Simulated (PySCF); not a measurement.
C4H6O4Zn. Atoms are numbered in the order given.

```xyz
15

Zn     0.0087     0.0020     0.0019
C      0.0870     2.3683    -3.0555
C      0.0744     1.4402    -1.8746
O     -0.4568     0.2888    -1.9628
O      0.5707     1.8055    -0.7625
H      0.9718     3.0170    -3.0218
H      0.0467     1.7996    -3.9928
H     -0.8073     3.0104    -3.0010
C     -0.1281    -2.3776     3.0468
C     -0.0660    -1.4385     1.8762
O     -1.0120    -0.6190     1.6544
O      0.9211    -1.4706     1.0755
H      0.8832    -2.6152     3.4007
H     -0.7404    -1.9501     3.8507
H     -0.6018    -3.3155     2.7137
```
Charge 0, spin multiplicity 1.

Geometry optimised at B3LYP-D3(BJ)/def2-SVP. The isomer is the one that the SMILES or the coordinates give; other isomers of the formula were not compared. The values are those of a single conformer.

Method: B3LYP/def2-SVP in PySCF.

Atomic charges (e):

```json
[
 {"atom": "Zn1", "Mulliken": "0.78", "meta-Löwdin": "1.29", "Löwdin": "0.81"},
 {"atom": "C2", "Mulliken": "0.07", "meta-Löwdin": "-0.31", "Löwdin": "-0.07"},
 {"atom": "C3", "Mulliken": "0.18", "meta-Löwdin": "0.50", "Löwdin": "0.06"},
 {"atom": "O4", "Mulliken": "-0.39", "meta-Löwdin": "-0.60", "Löwdin": "-0.27"},
 {"atom": "O5", "Mulliken": "-0.39", "meta-Löwdin": "-0.60", "Löwdin": "-0.27"},
 {"atom": "H6", "Mulliken": "0.04", "meta-Löwdin": "0.12", "Löwdin": "0.04"},
 {"atom": "H7", "Mulliken": "0.04", "meta-Löwdin": "0.12", "Löwdin": "0.04"},
 {"atom": "H8", "Mulliken": "0.05", "meta-Löwdin": "0.13", "Löwdin": "0.06"},
 {"atom": "C9", "Mulliken": "0.07", "meta-Löwdin": "-0.31", "Löwdin": "-0.07"},
 {"atom": "C10", "Mulliken": "0.18", "meta-Löwdin": "0.50", "Löwdin": "0.06"},
 {"atom": "O11", "Mulliken": "-0.39", "meta-Löwdin": "-0.60", "Löwdin": "-0.27"},
 {"atom": "O12", "Mulliken": "-0.39", "meta-Löwdin": "-0.60", "Löwdin": "-0.27"},
 {"atom": "H13", "Mulliken": "0.04", "meta-Löwdin": "0.12", "Löwdin": "0.04"},
 {"atom": "H14", "Mulliken": "0.04", "meta-Löwdin": "0.12", "Löwdin": "0.04"},
 {"atom": "H15", "Mulliken": "0.05", "meta-Löwdin": "0.13", "Löwdin": "0.06"}
]
```
